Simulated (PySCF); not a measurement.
## UHF on Li (lithium, neutral)

Configuration: [He] 2s1, 2S determinant. Computed with PySCF 2.14 in dyall-acv3z (15s9p3d, 57 functions), with scalar relativity by spin-free X2C-1e.

- Total energy: -7.433422 hartree
- One-electron energy: -9.7148 hartree
- Hartree (Coulomb) energy: 4.0630 hartree
- Exchange energy: -1.7816 hartree
- ⟨S²⟩: 0.7500
- ⟨L²⟩: 0.000
- Sum of ⟨r⟩: 5.019 bohr
- Sum of ⟨r²⟩: 18.62 bohr²
- Langevin diamagnetic susceptibility: -14.7 ×10⁻⁶ cm³/mol

```csv
shell,electrons,mean orbital energy (hartree),"rms radius, mean of both spins (bohr)"
1s α,1,-2.48682,0.668
1s β,1,-2.46883,0.668
2s α,1,-0.19638,4.21
```
